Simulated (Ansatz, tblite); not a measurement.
Dissociation curve of Si(Me)(OEt)2(H), SMILES CCO[SiH](C)OCC, singlet. The Si1–H22 bond (Si1 also carries C, O, O; H22 carries nothing else) is varied alone, starting from the PBE0/def2-SVP optimised geometry.

- RKS-PBE = restricted PBE/def2-SVP (Ansatz, a program for electronic structure)
- GFN2-xTB, 300 K electronic temperature (tblite)
- UKS-PBE0 = unrestricted PBE0/def2-SVP (Ansatz)

Energies relative to the lowest point of each curve near equilibrium, in mEh:

```
R / Å  RKS-PBE  GFN2-xTB
-----  -------  --------
1.24      32.2      30.4
1.31      15.4      11.0
1.49       0.0       0.1
1.60       2.5       5.0
1.68       7.6      10.3
1.94      33.0      32.1
2.19      61.1      57.2
2.46      89.2      83.9
2.76     115.6     109.9
3.14     141.4     135.5
3.66     165.6     157.3
4.30     183.0     168.9
```

Q: What does UKS-PBE0 give at the same points?

A: 1.24: 30.7; 1.31: 14.2; 1.49: 0.0; 1.60: 3.5; 1.68: 9.3; 1.94: 37.3; 2.19: 68.1; 2.46: 99.2; 2.76: 126.7; 3.14: 143.3; 3.66: 151.0; 4.30: 153.2 (mEh).

The restricted form behind RKS-PBE keeps the bonding electrons paired and can't separate into open-shell fragments. The unrestricted solution behind UKS-PBE0 changes between 2.76 and 3.14 Å, which can leave a kink. The unrestricted determinant behind UKS-PBE0 is spin-contaminated at 2.76 to 4.30 Å (<S²> up to 1.0, against 0.00 for a pure singlet).
